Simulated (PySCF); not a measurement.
Converging MgI in the basis (CCSD(T))

PySCF, UHF reference; doublet, unpaired electrons σ ↑; De to Mg + I without counterpoise correction. Frozen cores follow the default of each basis and core potential.

| basis | relativity | functions | Re (Å) | ωe (cm⁻¹) | De (eV) | frozen orbitals |
| --- | --- | --- | --- | --- | --- | --- |
| def2-SVP | scalar-relativistic core potentials | 44 | 2.621 | 312 | 1.98 | 5 |
| x2c-SVPall | spin-free X2C | 54 | 2.616 | 318 | 2.04 | 19 |
| x2c-TZVPPall | spin-free X2C | 92 | 2.590 | 317 | 2.09 | 19 |

(1) How does each smaller set differ from the one with most functions, x2c-TZVPPall?

Correlated steps freeze the inner cores (5 to 19 orbitals); shallow outer-core shells are correlated. Correlated levels converge slowly with the basis: in double zeta they bind strong bonds too weakly, by up to about 1 eV, and carry superposition errors of some tenths. These are scalar-relativistic numbers at best; spin–orbit coupling would shift them, the dissociation energy most. The state is the lowest determinant that a PBE0 search found; another state may lie lower at other levels.

Answers

(1) def2-SVP: +3.1 pm, -1.6 % in ωe, -0.11 eV in De; x2c-SVPall: +2.6 pm, +0.3 % in ωe, -0.05 eV in De. All at CCSD(T); the set with most functions is neither the basis-set limit nor always the best. The rows treat relativity differently, so the differences are not basis effects alone.
